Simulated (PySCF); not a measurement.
## UHF on Ar²⁺ (argon, charge +2)

Configuration: [Ne] 3s2 3p4, high-spin 3P determinant. Calculation: PySCF 2.14, in 6-31G* (4s3p1d, 18 functions); the non-relativistic Hamiltonian (point nucleus).

```
Total energy                                                  : -525.263821 hartree
One-electron energy                                           : -709.5073 hartree
Hartree (Coulomb) energy                                      : 213.7077 hartree
Exchange energy                                               : -29.4642 hartree
Kinetic energy                                                : 525.08139 hartree
⟨S²⟩                                                          : 2.0060
⟨L²⟩                                                          : 2.018
Sum of ⟨r⟩                                                    : 11.83 bohr
Sum of ⟨r²⟩                                                   : 15.77 bohr²
Traceless quadrupole moment −½Σ⟨3z² − r²⟩ along its main axis : -1.09 e·bohr²
Density at the nucleus (Gaussians lack the cusp)              : 3610 bohr⁻³
Spin density at the nucleus                                   : 0.403 bohr⁻³
Langevin diamagnetic susceptibility                           : -12.5 ×10⁻⁶ cm³/mol
Time after the integrals                                      : 0.04 s of wall time on 1 thread of Neoverse-V2 (shared host)
```

| shell | electrons | mean orbital energy (eV) | spread (eV) | rms radius, mean of both spins (bohr) |
| --- | --- | --- | --- | --- |
| 1s α | 1 | -3258.6 | 0 | 0.0998 |
| 1s β | 1 | -3257.7 | 0 | 0.0998 |
| 2s α | 1 | -365.72 | 0 | 0.448 |
| 2s β | 1 | -364.89 | 0 | 0.448 |
| 2p α | 3 | -291.17 | 0.960 | 0.417 |
| 2p β | 3 | -289.68 | 0.641 | 0.417 |
| 3s α | 1 | -63.603 | 0 | 1.44 |
| 3s β | 1 | -55.624 | 0 | 1.44 |
| 3p α | 3 | -43.546 | 2.501 | 1.59 |
| 3p β | 1 | -40.238 | 0 | 1.59 |
